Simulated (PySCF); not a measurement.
**Running PySCF for LiGa**

The script input.py:

```python
from pyscf import gto, dft

mol = gto.M(
    atom='Li 0 0 0; Ga 0 0 2.365',
    basis='ano-rcc-vdzp',
    charge=0,
    spin=0,
    verbose=4,
)
mf = dft.UKS(mol, xc='b3lyp')
mf = mf.sfx2c1e()
mf = mf.density_fit(auxbasis='def2-universal-jkfit')
field = 0.05  # electric field along z, atomic units
h = mf.get_hcore() + field*mol.intor('int1e_r')[2]
mf.get_hcore = lambda *args: h
e_nuc = mol.energy_nuc() - field*mol.atom_charges() @ mol.atom_coords()[:, 2]
mf.energy_nuc = lambda *args: e_nuc
mf.kernel()
mf.analyze()
print('orbital energies (hartree):', [e[max(0, n-3):n+3].round(4) for e, n in zip(mf.mo_energy, mol.nelec)])
```

```bash
$ python input.py
```

The log (some set-up lines and the per-cycle HOMO/LUMO lines with their warnings removed):

```
PySCF version 2.14.0

[INPUT] Symbol           X                Y                Z      unit          X                Y                Z       unit  Magmom
[INPUT]  1 Li     0.000000000000   0.000000000000   0.000000000000 AA    0.000000000000   0.000000000000   0.000000000000 Bohr   0.0
[INPUT]  2 Ga     0.000000000000   0.000000000000   2.365000000000 AA    0.000000000000   0.000000000000   4.469202284596 Bohr   0.0

nuclear repulsion = 20.8090827127104
number of shells = 6
number of NR pGTOs = 187
number of NR cGTOs = 41
basis = ano-rcc-vdzp
ecp = {}

******** <class 'pyscf.df.df_jk.DFsfX2C1eUKS'> ********
method = DFsfX2C1eUKS
initial guess = minao
damping factor = 0
level_shift factor = 0
DIIS = <class 'pyscf.scf.diis.CDIIS'>
SCF conv_tol = 1e-09
SCF max_cycles = 50
number electrons alpha = 17  beta = 17
XC functionals = b3lyp

grids dens level: 3

******** <class 'pyscf.x2c.sfx2c1e.SpinFreeX2CHelper'> ********
approx = 1e
xuncontract = 1
tot grids = 34632
******** <class 'pyscf.df.df.DF'> ********
auxbasis = def2-universal-jkfit
init E= -1951.44304619916
cycle= 1 E= -1951.5299784744  delta_E= -0.0869  |g|= 0.348  |ddm|= 1.66
cycle= 2 E= -1951.07175671689  delta_E= 0.458  |g|= 0.685  |ddm|= 2.13
cycle= 3 E= -1951.62047059453  delta_E= -0.549  |g|= 0.0648  |ddm|= 1.98
cycle= 4 E= -1951.62760315185  delta_E= -0.00713  |g|= 0.0231  |ddm|= 0.457
cycle= 5 E= -1951.62900156607  delta_E= -0.0014  |g|= 0.00344  |ddm|= 0.147
cycle= 6 E= -1951.62902573288  delta_E= -2.42e-05  |g|= 0.000843  |ddm|= 0.0184
cycle= 7 E= -1951.62902698922  delta_E= -1.26e-06  |g|= 5.2e-05  |ddm|= 0.00304
cycle= 8 E= -1951.62902700446  delta_E= -1.52e-08  |g|= 2.02e-05  |ddm|= 0.000705
cycle= 9 E= -1951.62902700512  delta_E= -6.59e-10  |g|= 1.76e-06  |ddm|= 7.17e-05
Extra cycle  E= -1951.62902700512  delta_E= -2.73e-12  |g|= 2.42e-06  |ddm|= 1.57e-05
converged SCF energy = -1951.62902700512  <S^2> = -3.5527137e-15  2S+1 = 1
**** SCF Summaries ****
Total Energy =                       -1951.629027005120861
Nuclear Repulsion Energy =              13.881819171585985
One-electron Energy =                -2746.457508809011870
Two-electron Energy =                  780.946662632305220
Two-electron Coulomb Energy =          858.954795005399660
DFT Exchange-Correlation Energy =      -78.008132373094483
**** MO energy ****
                             alpha | beta                alpha | beta
[6 lines left out]
MO #7   energy= -3.79680337653664  | -3.79680337653664  occ= 1 | 1
MO #8   energy= -3.79680337652398  | -3.79680337652398  occ= 1 | 1
MO #9   energy= -3.79673581813925  | -3.79673581813925  occ= 1 | 1
MO #10  energy= -1.94111475330536  | -1.94111475330536  occ= 1 | 1
MO #11  energy= -0.789906714653216 | -0.78990671465322  occ= 1 | 1
MO #12  energy= -0.789406025077123 | -0.789406025077124 occ= 1 | 1
MO #13  energy= -0.789406025069786 | -0.789406025069775 occ= 1 | 1
MO #14  energy= -0.78922911038783  | -0.78922911038783  occ= 1 | 1
MO #15  energy= -0.789210104545326 | -0.789210104545318 occ= 1 | 1
MO #16  energy= -0.345479405930299 | -0.345479405930304 occ= 1 | 1
MO #17  energy= -0.105260071669577 | -0.105260071669599 occ= 1 | 1
MO #18  energy= -0.0330261917329401 | -0.0330261917329382 occ= 0 | 0
MO #19  energy= -0.0330261917172968 | -0.0330261917172894 occ= 0 | 0
MO #20  energy= -0.0280472653831918 | -0.0280472653831976 occ= 0 | 0
[21 lines left out]

To work with the spin densities directly, `use mulliken_meta_spin()` only printing them here.

 ** Mulliken spin pop alpha/beta on meta-lowdin orthogonal AOs **
 ** Mulliken Spin Density (per AO)  **
 ** Mulliken Spin Density (per atom)  **
spin density of  0 Li =     -0.00000
spin density of  1 Ga =      0.00000
 ** Mulliken pop alpha/beta on meta-lowdin orthogonal AOs **
 ** Mulliken pop       alpha | beta **
pop of  0 Li 1s        0.99980 | 0.99980
pop of  0 Li 2s        0.78811 | 0.78811
pop of  0 Li 3s        0.00047 | 0.00047
pop of  0 Li 2px       0.00003 | 0.00003
pop of  0 Li 2py       0.00003 | 0.00003
pop of  0 Li 2pz       0.11245 | 0.11245
pop of  0 Li 3px       0.00001 | 0.00001
pop of  0 Li 3py       0.00001 | 0.00001
pop of  0 Li 3pz       0.00290 | 0.00290
pop of  0 Li 3dxy      0.00001 | 0.00001
pop of  0 Li 3dyz      0.00006 | 0.00006
pop of  0 Li 3dz^2     0.03859 | 0.03859
[29 lines left out]
In total            17.00000 | 17.00000
 ** Mulliken atomic charges   ( Nelec_alpha | Nelec_beta ) **
charge of  0Li =     -0.88509  (     1.94255      1.94255 )
charge of  1Ga =      0.88509  (    15.05745     15.05745 )
Dipole moment(X, Y, Z, Debye):  0.00000, -0.00000, 24.72205
orbital energies (hartree): [array([-0.7892, -0.3455, -0.1053, -0.033 , -0.033 , -0.028 ]), array([-0.7892, -0.3455, -0.1053, -0.033 , -0.033 , -0.028 ])]
```

In short: E(SCF) = -1951.629027 Eh, 9 cycles, μz(SCF) = 24.72 D.

Wall time 2.6 s on one thread of a shared host.

The bond length is a typed value, not an optimised one. No search for the lowest solution was made.
